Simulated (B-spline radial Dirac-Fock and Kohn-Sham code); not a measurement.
These are calculated numbers from an atomic code on a B-spline grid; the model is the Dirac equation of a negative muon with reduced mass in the field of a spherical finite nucleus, with the Uehling potential to all orders; nuclear polarisation, deformation, hyperfine structure, self-energy, higher-order vacuum polarisation, relativistic recoil and electron screening are left out. The nuclear charge is a uniformly charged sphere.

Question: A muonic atom of atomic mass 19.99 u emits these computed lines: 2p3/2 → 1s1/2 207.3 keV, 3d5/2 → 2p3/2 38.98 keV, 4f7/2 → 3d5/2 13.62 keV, 5g9/2 → 4f7/2 6.297 keV. Which element is it, and what rms charge radius was used?

Answer: Neon (Z = 10, nuclide ²⁰Ne); the high transitions hardly feel the nucleus and fix Z. The 2p → 1s line lies 2.859 keV below the value for a point nucleus without QED, which for this nuclear model gives a radius near 3.01 fm (3.0055 fm was used).
